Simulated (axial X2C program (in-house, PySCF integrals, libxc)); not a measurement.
# Low determinants of MoAs at the PBE0 level, two-component

Computed with an in-house relativistic program for diatomic molecules. Two-component (2c) means X2C with spin–orbit coupling and atomic mean-field two-electron Coulomb and Gaunt terms. Basis: Mo dyall-cv3z [11s12p9d5f3g], As dyall-cv3z [9s9p6d4f1g] (cores contracted in-house); Gaussian nuclei, density fitting, unrestricted open shells. Masses: Mo 97.905 u, As 74.922 u.

Search at 2.288 Å (vertical energies from the lowest determinant):

```tsv
ΔE (eV)	state	electrons beyond evenly filled partner blocks	electrons in ±ω = 1/2, 3/2, 5/2, 7/2
0.00	Ω = 3/2	ω = 1/2, ω = -3/2, ω = 5/2	49 21 5 0
1.37	Ω = 1/2	ω = -1/2, ω = -3/2, ω = 5/2	49 21 5 0
1.40	Ω = 5/2	ω = 5/2	50 20 5 0
1.54	Ω = 9/2	ω = 1/2, ω = 3/2, ω = 5/2	49 21 5 0
1.67	Ω = 5/2	ω = 5/2	48 22 5 0
1.76	Ω = 1/2	ω = 1/2	49 22 4 0
1.90	Ω = 3/2	ω = 3/2	50 21 4 0
```

Lowest determinant, Ω = 3/2 (⟨Sz⟩ = 1.50, ⟨Lz⟩ = 0.00 at PBE0): Re = 2.278 Å, ωe = 276.4 cm⁻¹.

The determinant in row 2 of the search, Ω = 1/2 (⟨Sz⟩ = 0.50, ⟨Lz⟩ = 0.00 at PBE0), was followed along the bond at PBE0; measured from the minimum of the lowest determinant it gives:

Te = 1.330 eV (10730 cm⁻¹), Re = 2.214 Å, ωe = 323.8 cm⁻¹.

(1) Compare the bond of the determinant in row 2 with that of the lowest one.

The search compares states at one distance, so a state with another bond length can lie lower; it is not exhaustive and yields mostly the lowest determinant of each block pattern, so other components and higher states of one pattern are missing. These are energies of single determinants, not of spin-adapted states; PBE0 term energies can be off by some tenths of an eV, and the functional has no current term.

## Answers

(1) At PBE0 its Re is 0.064 Å shorter and its force constant, which goes as ωe², is 1.37 times that of the lowest determinant. This determinant mixes spin states, so it has no term energy of its own.
